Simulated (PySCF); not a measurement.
Compound: C4H5BO2.
SMILES: `OB(/C=C\C#C)O`

Jobs on this species (12 atoms, 50 electrons) with PySCF (density fitting). Hardware of each: Arm Neoverse N1, one thread, no GPU, shared host. Other jobs ran on the host; a repeat could differ by tens of per cent or more. Peak memory is the resident size of the whole Python process, interpreter and libraries included.

```tsv
level and settings	work	basis functions	SCF cycles	wall time	peak memory
delta-SCF UKS PBE0, pcX-2 on the ionised atom, pcseg-1 elsewhere, spin-free X2C	ΔSCF core ionisation, 6 holes	154	?	?	?
delta-SCF UKS SCAN, pcX-2 on the ionised atom, pcseg-1 elsewhere, non-relativistic	ΔSCF core ionisation, 6 holes	154	134	84 s	0.53 GiB
delta-SCF UKS SCAN, def2-TZVP on the ionised atom, pcseg-1 elsewhere, spin-free X2C	ΔSCF core ionisation, 6 holes	140	135	80 s	0.47 GiB
delta-SCF UKS B3LYP, pcX-2 on the ionised atom, pcseg-1 elsewhere, spin-free X2C	ΔSCF core ionisation, 6 holes	154	108	98 s	0.59 GiB
delta-SCF UKS SCAN, pcX-1 on the ionised atom, pcseg-1 elsewhere, spin-free X2C	ΔSCF core ionisation, 6 holes	133	132	70 s	0.44 GiB
delta-SCF UKS SCAN, pcX-2 on the ionised atom, pcseg-1 elsewhere, spin-free X2C	ΔSCF core ionisation, 6 holes	154	134	85 s	0.59 GiB
delta-SCF UKS HF, pcX-2 on the ionised atom, pcseg-1 elsewhere, spin-free X2C	ΔSCF core ionisation, 6 holes	154	121	64 s	0.59 GiB
delta-SCF UKS PBE, pcX-2 on the ionised atom, pcseg-1 elsewhere, spin-free X2C	ΔSCF core ionisation, 6 holes	154	119	51 s	0.53 GiB
PBE0-D3(BJ)/def2-SVP, grid level 1	geometry optimisation from a GFN2-xTB start shaken at random	123	60	79 s	0.51 GiB
```

Q: Fill in the missing figures.

A: 
- delta-SCF UKS PBE0, pcX-2 on the ionised atom, pcseg-1 elsewhere, spin-free X2C; ΔSCF core ionisation, 6 holes: 95 s, 0.67 GiB, 108 SCF cycles

Q: What do all jobs in the table cost together?

A: About 12 min; the longest takes about 14 % of that, and about 1.9 times as long as the shortest.
